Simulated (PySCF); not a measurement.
ZrCl₃, SMILES [Cl][Zr]([Cl])[Cl] (connectivity only; charge and spin as stated), neutral, multiplicity 2.

Coordinates come from a r2SCAN-D4/def2-SVP optimisation. The spin state was assumed, not searched. The isomer is the one that the SMILES or the coordinates give; other isomers of the formula were not compared. The def2 effective core potentials stand for the cores of Zr; spin–orbit coupling is left out.

Level of theory: PBE/def2-TZVPD in PySCF.

Isolated molecule, no solvent.

The total energy comes out as -1427.36173 hartree. The point group is D3h and the α spin, highest occupied and lowest empty level is -5.05 and -3.68 eV. The β spin, highest occupied and lowest empty level comes out as -8.28 and -3.46 eV and the dipole moment is 0.000 e·Å. The quadrupole, principal values (traceless, Buckingham form, about the centre of nuclear charge) is -2.47, -2.47, 4.94 D·Å, the mean static polarisability is 93.8 bohr³ (13.90 Å³) and the polarisability, principal values comes out as 81.3, 100.1, 100.1 bohr³. The ⟨S²⟩ comes out as 0.753 (pure state 0.75).
